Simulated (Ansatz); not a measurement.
Gas-phase electronic energies from Ansatz, PBE0-D4/def2-TZVP geometries. CBS: MP2 limit from def2 TZ/QZ plus the TZ coupled-cluster correction, frozen cores. This one scheme is used for every species. DFT in def2-TZVPP. Each species was taken in one conformer, which may not be the lowest.

Reaction (ligand exchange at the Si–C bond): `NCOC[SiH3]` + `OCS[SiH3]` → `[SiH3]OCS[SiH3]` + `COCN`

Is it downhill or uphill in electronic energy at CCSD(T)/CBS, and by how much? (An estimate is asked.)

Ansatz gave: Downhill: ΔE = -103.8 kJ/mol.

What do these levels give: r2SCAN-D4, ωB97M-V, B2PLYP, SCS-MP2/def2-TZVPP, HF/CBS(def2), CCSD/CBS(def2)? (Estimate.)

Ansatz gave: r2SCAN-D4 -101.2, ωB97M-V -102.5, B2PLYP -107.3, SCS-MP2/def2-TZVPP -112.3, HF/CBS(def2) -122.3, CCSD/CBS(def2) -105.9 kJ/mol.

Largest T1 diagnostic among the species: 0.012.

From PBE to PBE0 (25 % exact exchange), in def2-TZVPP and without D4, ΔE moves by −5.5 kJ/mol. In def2-TZVPP, CCSD(T) changes the Hartree–Fock value by +15.5 kJ/mol (the triples alone add +2.1 kJ/mol) and MP2 by +11.8 kJ/mol.
